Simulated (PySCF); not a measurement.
From computed data to an observable: dipole moment from atomic charges

ClF₂HSSi, SMILES F[Si](F)(S)Cl. Atoms are numbered in the order given.

```xyz
6

F     -1.2540    -0.8121    -1.0430
Si    -0.2270     0.1049    -0.2221
F     -0.5062     1.6318    -0.6347
S      1.7094    -0.5277    -0.7526
Cl    -0.6250    -0.0415     1.7710
H      2.2950     0.3009     0.1426
```
Charge 0, spin multiplicity 1.

Geometry optimised at r2SCAN-D4/def2-SVP. Other conformers were not sampled.

Charges (e) from HF/def2-TZVP (PySCF):

```
atom  Mulliken     IAO
----  --------  ------
F1      -0.378  -0.575
Si2      1.131   1.665
F3      -0.379  -0.576
S4      -0.288  -0.279
Cl5     -0.256  -0.326
H6       0.170   0.092
```

The dipole moment of the full density is 1.86 D.

Problem. What dipole moment does each set of point charges give, and which comes closer to that of the density?

Solution. 
μ = Σ q r, and 1 e Å = 4.8032 D.
Mulliken: Σ q r = (0.467, 0.021, 0.171) e Å, |μ| = 2.39 D.
IAO: Σ q r = (0.573, -0.110, 0.241) e Å, |μ| = 3.03 D.
Mulliken comes closer in size. Point charges leave out the atoms' own dipoles (lone pairs, polarised bonds); fits to the potential absorb them, partitions of the density don't.
